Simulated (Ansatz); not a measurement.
Steps of a relaxation of CF$_{6}$OSi (`FC(F)(F)O[Si](F)(F)F`) with RKS PBE0-D4/def2-TZVP.

```sh
$ ansatz run in.yaml --threads 4 --pin off --events-out ev --progress --plain --max-ram 11315MiB
```

```yaml
crystal:
  periodic: [false, false, false]
  atoms:
    - {symbol: F, position_ang: [0.836131, -1.740763, -0.979829]}
    - {symbol: C, position_ang: [0.789886, -0.400440, -1.053293]}
    - {symbol: F, position_ang: [-0.290287, -0.062093, -1.798546]}
    - {symbol: F, position_ang: [1.889616, 0.033060, -1.672760]}
    - {symbol: O, position_ang: [0.722942, 0.156768, 0.187201]}
    - {symbol: Si, position_ang: [-0.647763, 0.424203, 1.093029]}
    - {symbol: F, position_ang: [-1.413673, 1.747101, 0.609185]}
    - {symbol: F, position_ang: [-1.646486, -0.827417, 0.996012]}
    - {symbol: F, position_ang: [-0.151867, 0.623281, 2.602000]}
basis:
  gaussian: {orbitals: def2-TZVP}
hamiltonian: {xc: pbe0, dispersion: d4}
relax: {f_tol: 0.005, max_steps: 150}
```

Positions (Å) and forces (eV/Å) along the path, 14 of 16 steps:

```xyz
9
step=1 energy=-27257.2009 eV
F     0.836   -1.741   -0.980   -0.016    0.854   -0.086
C     0.790   -0.400   -1.053   -0.105    0.053    0.007
F    -0.290   -0.062   -1.799    0.726   -0.255    0.431
F     1.890    0.033   -1.673   -0.720   -0.300    0.382
O     0.723    0.157    0.187   -0.878   -0.123   -0.021
Si   -0.648    0.424    1.093   -0.267    0.040    0.208
F    -1.414    1.747    0.609    0.779   -1.342    0.496
F    -1.646   -0.827    0.996    0.984    1.270    0.121
F    -0.152    0.623    2.602   -0.503   -0.197   -1.539
9
step=2 energy=-27257.3134 eV
F     0.830   -1.727   -0.973   -0.012    0.316   -0.027
C     0.782   -0.396   -1.043   -0.007    0.026   -0.032
F    -0.289   -0.062   -1.786    0.294   -0.101    0.187
F     1.873    0.034   -1.658   -0.257   -0.103    0.124
O     0.716    0.155    0.190   -0.573   -0.035    0.094
Si   -0.642    0.419    1.084   -0.172    0.054    0.188
F    -1.397    1.727    0.604    0.448   -0.779    0.281
F    -1.631   -0.816    0.990    0.575    0.739    0.067
F    -0.153    0.618    2.575   -0.293   -0.117   -0.883
9
step=5 energy=-27257.3587 eV
F     0.844   -1.721   -1.006   -0.003   -0.008    0.007
C     0.778   -0.396   -1.042    0.032    0.003   -0.047
F    -0.280   -0.060   -1.788   -0.005   -0.004    0.004
F     1.867    0.062   -1.632   -0.001    0.007    0.010
O     0.688    0.117    0.197   -0.038   -0.038    0.021
Si   -0.643    0.411    1.085   -0.003    0.053    0.020
F    -1.371    1.699    0.584   -0.009    0.007    0.001
F    -1.642   -0.789    1.035    0.008   -0.023   -0.022
F    -0.152    0.631    2.549    0.019    0.003    0.005
9
step=6 energy=-27257.3596 eV
F     0.870   -1.726   -1.024    0.004   -0.004   -0.006
C     0.778   -0.401   -1.044    0.009    0.000    0.012
F    -0.286   -0.076   -1.785   -0.002    0.002    0.000
F     1.859    0.085   -1.626   -0.004   -0.001   -0.003
O     0.679    0.091    0.203   -0.004    0.000   -0.002
Si   -0.647    0.414    1.088    0.006    0.003   -0.006
F    -1.359    1.709    0.581    0.001   -0.005    0.006
F    -1.658   -0.776    1.040   -0.006    0.002    0.001
F    -0.148    0.634    2.549   -0.002    0.003   -0.001
9
step=7 energy=-27257.3597 eV
F     0.888   -1.727   -1.036    0.001    0.002    0.011
C     0.779   -0.405   -1.043   -0.008    0.007   -0.011
F    -0.291   -0.086   -1.779   -0.005    0.000    0.002
F     1.852    0.100   -1.627    0.001    0.003    0.008
O     0.677    0.077    0.208    0.001   -0.012    0.001
Si   -0.647    0.414    1.088   -0.003    0.006   -0.003
F    -1.349    1.713    0.578    0.003    0.002   -0.007
F    -1.671   -0.767    1.044    0.004   -0.004   -0.003
F    -0.150    0.635    2.549    0.006   -0.004    0.002
9
step=8 energy=-27257.3598 eV
F     0.911   -1.729   -1.048   -0.004    0.022    0.001
C     0.780   -0.408   -1.043   -0.003   -0.001   -0.006
F    -0.300   -0.101   -1.770    0.010   -0.008    0.003
F     1.841    0.121   -1.626   -0.017   -0.007    0.008
O     0.674    0.057    0.214    0.011   -0.004    0.003
Si   -0.648    0.414    1.088   -0.019    0.003    0.000
F    -1.334    1.719    0.572    0.007   -0.005   -0.006
F    -1.686   -0.755    1.046    0.013    0.007    0.000
F    -0.150    0.635    2.550    0.001   -0.008   -0.003
9
step=9 energy=-27257.3599 eV
F     0.925   -1.730   -1.050   -0.003    0.036    0.001
C     0.779   -0.410   -1.041    0.005   -0.009   -0.009
F    -0.308   -0.113   -1.762    0.015   -0.006    0.007
F     1.832    0.132   -1.629   -0.027   -0.013    0.015
O     0.676    0.051    0.218    0.008   -0.003   -0.010
Si   -0.648    0.415    1.087   -0.015   -0.001   -0.002
F    -1.323    1.726    0.571    0.008   -0.007   -0.005
F    -1.692   -0.747    1.039    0.010    0.009    0.005
F    -0.153    0.631    2.551   -0.002   -0.007   -0.001
9
step=10 energy=-27257.3599 eV
F     0.933   -1.730   -1.050   -0.004    0.034   -0.002
C     0.779   -0.411   -1.040    0.011   -0.008   -0.005
F    -0.312   -0.119   -1.757    0.014   -0.006    0.004
F     1.826    0.137   -1.632   -0.026   -0.013    0.013
O     0.678    0.048    0.219   -0.004   -0.002   -0.006
Si   -0.648    0.416    1.087   -0.004    0.000   -0.006
F    -1.317    1.729    0.569    0.007   -0.009   -0.001
F    -1.695   -0.743    1.035    0.008    0.008    0.004
F    -0.156    0.627    2.552   -0.002   -0.004   -0.002
9
step=11 energy=-27257.3600 eV
F     0.946   -1.730   -1.056   -0.002    0.028    0.001
C     0.779   -0.413   -1.039    0.011   -0.007   -0.003
F    -0.318   -0.129   -1.750    0.008   -0.002    0.004
F     1.818    0.149   -1.633   -0.021   -0.011    0.013
O     0.678    0.039    0.223   -0.007   -0.003   -0.009
Si   -0.648    0.416    1.087    0.002   -0.003   -0.012
F    -1.306    1.734    0.565    0.006   -0.012    0.004
F    -1.702   -0.736    1.033    0.006    0.010    0.003
F    -0.158    0.625    2.553   -0.003    0.000   -0.001
9
step=12 energy=-27257.3600 eV
F     0.963   -1.729   -1.065   -0.006    0.025   -0.001
C     0.779   -0.416   -1.038    0.011   -0.003   -0.008
F    -0.324   -0.140   -1.743    0.012   -0.007    0.003
F     1.808    0.164   -1.632   -0.019   -0.011    0.010
O     0.677    0.025    0.228   -0.007   -0.003    0.001
Si   -0.648    0.416    1.086   -0.004    0.000   -0.008
F    -1.293    1.737    0.559    0.004   -0.009    0.003
F    -1.713   -0.727    1.035    0.009    0.008   -0.001
F    -0.160    0.624    2.553    0.001    0.000    0.001
9
step=13 energy=-27257.3601 eV
F     0.973   -1.729   -1.072   -0.002    0.018   -0.001
C     0.779   -0.417   -1.038    0.008   -0.008   -0.009
F    -0.328   -0.147   -1.739    0.011   -0.001    0.005
F     1.803    0.173   -1.631   -0.019   -0.009    0.010
O     0.675    0.015    0.231   -0.002    0.000   -0.003
Si   -0.648    0.416    1.086   -0.008    0.003   -0.004
F    -1.285    1.739    0.555    0.004   -0.010    0.005
F    -1.719   -0.721    1.037    0.007    0.007   -0.001
F    -0.161    0.624    2.553    0.000    0.001   -0.001
9
step=14 energy=-27257.3601 eV
F     0.986   -1.729   -1.079   -0.003    0.016    0.001
C     0.779   -0.419   -1.037    0.006    0.000   -0.006
F    -0.332   -0.155   -1.734    0.003   -0.004    0.002
F     1.795    0.184   -1.629   -0.006   -0.007    0.004
O     0.674    0.005    0.234   -0.001   -0.004   -0.002
Si   -0.648    0.416    1.086   -0.004    0.002   -0.002
F    -1.276    1.742    0.551    0.003   -0.007    0.005
F    -1.726   -0.714    1.037    0.003    0.004    0.000
F    -0.162    0.624    2.554   -0.001    0.002   -0.001
9
step=15 energy=-27257.3601 eV
F     0.995   -1.728   -1.083   -0.001    0.004   -0.001
C     0.779   -0.421   -1.037    0.004   -0.002    0.001
F    -0.336   -0.162   -1.731    0.002    0.000    0.000
F     1.789    0.192   -1.629   -0.005   -0.002    0.002
O     0.674   -0.002    0.237   -0.003    0.002   -0.001
Si   -0.648    0.416    1.086    0.002   -0.001   -0.003
F    -1.269    1.745    0.549    0.001   -0.003    0.002
F    -1.732   -0.709    1.037    0.001    0.002    0.000
F    -0.164    0.623    2.554    0.000    0.001    0.000
9
step=16 energy=-27257.3601 eV
F     0.999   -1.728   -1.085    0.000    0.003    0.000
C     0.779   -0.421   -1.036    0.002   -0.001    0.000
F    -0.337   -0.165   -1.729    0.001    0.000    0.001
F     1.787    0.196   -1.629   -0.002   -0.001    0.002
O     0.673   -0.006    0.238   -0.003    0.000   -0.002
Si   -0.648    0.416    1.086    0.001   -0.001   -0.002
F    -1.266    1.746    0.548    0.001   -0.001    0.001
F    -1.734   -0.706    1.037    0.001    0.001    0.000
F    -0.164    0.623    2.554    0.000    0.001    0.000
```

Hardware: 4 threads of an Arm Neoverse V1 on a shared host. Wall time 110 s, peak host memory 1 GiB.
